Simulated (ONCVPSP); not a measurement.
**Which change was made? (Mo, ONCV)**

- Element: molybdenum
- Generator: ONCVPSP 4.0.1
- Type: optimised norm-conserving Vanderbilt (ONCV)
- Functional: LDA (Perdew-Wang 92)
- Relativity: scalar-relativistic
- Frozen core: [Ar] 3d10
- Valence charge: 14
- Reference configuration: 4s2 4p6 4d5 5s1
- Partial waves: 4s+5s: rc 1.65 bohr, ncon 4, nbas 9, qcut 5.8 1/bohr, 2 projectors; 4p: rc 1.25 bohr, ncon 3, nbas 7, qcut 7.8 1/bohr, 2 projectors, debl 1.4 Ha; 4d: rc 2.35 bohr, ncon 5, nbas 10, qcut 6 1/bohr, 2 projectors, debl 3.6 Ha
- Local potential: polynomial inside 1.20 bohr (lpopt 4, dvloc0 0 Ha)
- Core correction: Teter function, fcfact 5.5, rcfact 1.6

In the p channel the program set the typed energies aside and used -1.418, 0.250 Ha.

Cutoffs, loose and tight: the cutoffs (Ha) at which the residual kinetic energy of the hardest occupied pseudo-wave falls to 1 and 0.1 mHa per electron. They do not see the model core or the augmentation charge, which bear on the density cutoff. Test errors are all-electron minus pseudo excitation energies from the reference, over the configurations 4s2 4p6 4d5 5s0; 4s2 4p6 4d4 5s0; 4s2 4p6 4d3 5s0; 4s2 4p6 4d5.5 5s0.5; variants that change the core or the reference have their own tests.

The base gives: outcome: generated, projector energies reset by the program; cutoff, loose: 26 Ha; cutoff, tight: 47 Ha; bound ghosts: none; GHOST(+) flags above zero: none; largest test error (meV): +19.

Question: After one change the result is: outcome: generated; cutoff, loose: 26 Ha; cutoff, tight: 47 Ha; bound ghosts: none; GHOST(+) flags above zero: none; largest test error (meV): -278. Which change was it?
A. s: qcut 5; p: qcut 6.7; d: qcut 5.2
B. p: nproj 1
C. reference 4s2 4p6 4d5.5 5s0.5

Answer: C. The others give: s: qcut 5; p: qcut 6.7; d: qcut 5.2 → outcome: generated, projector energies reset by the program; cutoff, loose: 24 Ha; cutoff, tight: 104 Ha; bound ghosts: none; GHOST(+) flags above zero: none; largest test error (meV): +35 | p: nproj 1 → outcome: generated; cutoff, loose: 26 Ha; cutoff, tight: 47 Ha; bound ghosts: none; GHOST(+) flags above zero: none; largest test error (meV): +21.
